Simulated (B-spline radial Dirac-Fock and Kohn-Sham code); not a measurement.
# Electron momentum distribution of Zr²⁵⁺: Compton profiles

System: Zr²⁵⁺, configuration [Ne] 3s2 3p3.

Input of the calculation (task.json; shells as n, l, electrons):

```json
{"items": [{
  "Z": 40,
  "q": 25,
  "cfg": [[1, 0, 2], [2, 0, 2], [2, 1, 6], [3, 0, 2], [3, 1, 3]],
  "A": 90,
  "rrms": 4.2694,
  "do": ["scatter"],
  "s": [0.0, 0.05, 0.1, 0.15, 0.2, 0.25, 0.3, 0.35, 0.4, 0.45, 0.5, 0.6, 0.7, 0.8, 0.9, 1.0, 1.1, 1.2, 1.4, 1.6, 1.8, 2.0, 2.5, 3.0, 3.5, 4.0, 5.0, 6.0],
  "pz": [0, 0.1, 0.14, 0.2, 0.28, 0.39, 0.55, 0.77, 1.1, 1.5, 2.1, 3.0, 4.2, 5.9, 8.3, 12.0, 16.0, 23.0, 32.0, 46.0, 64.0],
  "hv_scatter": [5000, 10000, 17479.3, 20000, 50000, 100000, 200000, 1000000]
}]}
```

Command: `python xray_run.py task.json out`

Calculated with a radial finite-basis atomic code, using the impulse approximation on Dirac-Fock densities. pz is in atomic units of momentum; subshell profiles are per electron, for a selection of subshells; open shells are spread over both j values by their weights.

| pz | J total | J 1s1/2 | J 2s1/2 | J 2p3/2 | J 3p3/2 |
| --- | --- | --- | --- | --- | --- |
| 0 | 1.010 | 0.0209 | 0.0744 | 0.0385 | 0.0942 |
| 0.28 | 1.007 | 0.0209 | 0.0743 | 0.0385 | 0.0942 |
| 0.39 | 1.004 | 0.0209 | 0.0742 | 0.0385 | 0.0942 |
| 0.55 | 0.9982 | 0.0209 | 0.0739 | 0.0385 | 0.0942 |
| 0.77 | 0.9871 | 0.0209 | 0.0735 | 0.0385 | 0.0941 |
| 1.1 | 0.9641 | 0.0208 | 0.0724 | 0.0385 | 0.0937 |
| 1.5 | 0.9272 | 0.0208 | 0.0708 | 0.0385 | 0.0927 |
| 2.1 | 0.8578 | 0.0207 | 0.0675 | 0.0384 | 0.0892 |
| 3 | 0.7372 | 0.0205 | 0.0610 | 0.0382 | 0.0783 |
| 4.2 | 0.5817 | 0.0202 | 0.0505 | 0.0374 | 0.0556 |
| 5.9 | 0.4204 | 0.0196 | 0.0351 | 0.0351 | 0.0247 |
| 8.3 | 0.2918 | 0.0184 | 0.0177 | 0.0294 | 0.00630 |
| 12 | 0.1763 | 0.0161 | 0.00491 | 0.0187 | 0.00415 |
| 16 | 0.1012 | 0.0134 | 0.00199 | 0.00980 | 0.00302 |
| 23 | 0.04196 | 0.00894 | 0.00176 | 0.00274 | 0.000912 |
| 32 | 0.01655 | 0.00487 | 0.00109 | 0.000556 | 0.000176 |
| 46 | 0.004994 | 0.00181 | 0.000354 | 6.61e-05 | 1.95e-05 |
| 64 | 0.001373 | 0.000546 | 8.98e-05 | 7.50e-06 | 2.11e-06 |

J(0) = 1.010. The 3s1/2 subshell gives the largest part, 31 %.

Mean momentum ⟨p⟩ by subshell (a.u.): 1s1/2 35.4, 2s1/2 12.5, 2p1/2 16.7, 2p3/2 16.2, 3s1/2 6.81, 3p1/2 8.09, 3p3/2 7.97.
